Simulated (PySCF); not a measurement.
## From a computed spectrum to the compound

A species of 5 atoms with charge 0 has these harmonic modes (PBE0, small Gaussian bases with core potentials, PySCF 2.14.0):

| cm⁻¹ | km/mol | symmetry |
| --- | --- | --- |
| 132 | 0.0 | a1 |
| 178 | 6.4 | b2 |
| 190 | 16.5 | e |
| 190 | 16.5 | e |
| 292 | 0.0 | b1 |
| 716 | 16.3 | b2 |
| 744 | 209.4 | e |
| 744 | 209.4 | e |
| 757 | 0.0 | a1 |

Q: Which species is it, and in which structure?

A: WF4 (singlet):
```xyz
5

W     0.0000    0.0000    0.0000
F     1.7980    0.0000    0.3536
F     0.0000    1.7980   -0.3536
F    -1.7980    0.0000    0.3536
F     0.0000   -1.7980   -0.3536
```
Ideal gas at 298.15 K and 1 bar: S = 329.9 J/(mol K), Cp = 84.3 J/(mol K), H − H(0 K) = 18.4 kJ/mol (rigid rotor, harmonic modes, spin degeneracy alone). 
 Other answers can fit too; this one was computed.
